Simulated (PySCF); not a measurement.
# Radial density of Ca²⁺ (calcium, charge +2)

BP86, [Ar], closed-shell 1S. Computed with PySCF 2.14 in x2c-SVPall (5s3p2d, 24 functions), with the spin-free X2C one-electron Hamiltonian (Gaussian nucleus).

| r (bohr) | 4πr²ρ (e/bohr) |
| --- | --- |
| 0.00128 | 0.1249 |
| 0.00216 | 0.3417 |
| 0.00364 | 0.8928 |
| 0.00611 | 2.179 |
| 0.0103 | 5.052 |
| 0.0173 | 10.50 |
| 0.0291 | 18.26 |
| 0.0489 | 23.47 |
| 0.0823 | 20.16 |
| 0.138 | 17.44 |
| 0.233 | 24.39 |
| 0.392 | 16.41 |
| 0.659 | 5.845 |
| 1.11 | 7.531 |
| 1.86 | 2.205 |
| 3.14 | 0.07514 |
| 5.27 | 4.447e-05 |

Densities and radii are taken from the X2C orbitals without a picture-change correction, which distorts them close to the nucleus.
